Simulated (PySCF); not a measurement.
O3Os, multiplicity 1. Atoms are numbered in the order given.

```xyz
4

Os     0.0000     0.0000     0.0000
O      1.6832     0.0000     0.0000
O     -0.8416     1.4577     0.0000
O     -0.8416    -1.4577     0.0000
```

Coordinates come from a PBE0-D3(BJ)/def2-TZVP optimisation. The spin state was assumed, not searched. The def2 effective core potentials stand for the cores of Os; spin–orbit coupling is left out.

Calculation: r2SCAN/def2-TZVPD (PySCF).

Isolated molecule, no solvent.

Q: Estimate the frontier levels, gap, dipole moment and polarisability. (An estimate is asked for; the answer gives what the named calculation found.)

A: 
- highest occupied level: -7.89 eV
- lowest empty level: -5.31 eV
- orbital gap: 2.58 eV
- dipole moment: 0.00 D
- quadrupole, principal values (traceless, Buckingham form, about the centre of nuclear charge): -1.99, -1.99, 3.99 D·Å
- mean static polarisability: 43.9 bohr³ (6.51 Å³)
- polarisability, principal values: 34.8, 48.5, 48.5 bohr³
